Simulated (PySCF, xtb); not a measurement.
C₄H₉FSi, SMILES [C@H]1(C)C[C@@]1(F)[SiH3].

GFN2-xTB (xtb) at its own geometry gives an orbital gap of 5.56 eV and a dipole moment of 2.27 D.

The structure is a stationary point at B3LYP-D3(BJ)/def2-SVP. The structure was generated by enumeration; whether it is a known compound was not checked.

Problem. What does PBE/def2-TZVP in PySCF give? (Estimate from the structure and the level; the computed values follow.)

Solution. gap 6.36 eV (levels -6.52 and -0.16 eV), dipole 1.67 D.
